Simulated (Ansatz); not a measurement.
Basis-set series for CH₈N₃OTa (`C[O][Ta](=[NH])([NH2])[NH2]`). The species carries charge 0 and has multiplicity 1. Ta: def2 effective core potential. The structure was optimised at the PBE0-D4/def2-TZVP level. It is one conformer, not always the lowest.

```
functional       basis  functions  energy (Eh)  HOMO (eV)  LUMO (eV)
   PBE0-D4    def2-SVP        142   -339.02964      -6.70       0.48
   PBE0-D4  def2-TZVPP        323   -339.38243      -6.86       0.25
   ωB97M-V    def2-SVP        142   -339.14322      -9.01       1.79
   ωB97M-V  def2-TZVPP        323   -339.50907      -9.17       1.46
```

**Question.** Give the rows for def2-QZVPP. (An estimate is asked.)

**Answer.** The calculation gave: 
```csv
functional,basis,functions,energy (Eh),HOMO (eV),LUMO (eV)
PBE0-D4,def2-QZVPP,606,-339.40009,-6.93,-0.09
ωB97M-V,def2-QZVPP,606,-339.52590,-9.24,0.80
```

Positive LUMOs are unbound and depend on the basis.

Results of the Gaussian-basis code of Ansatz.
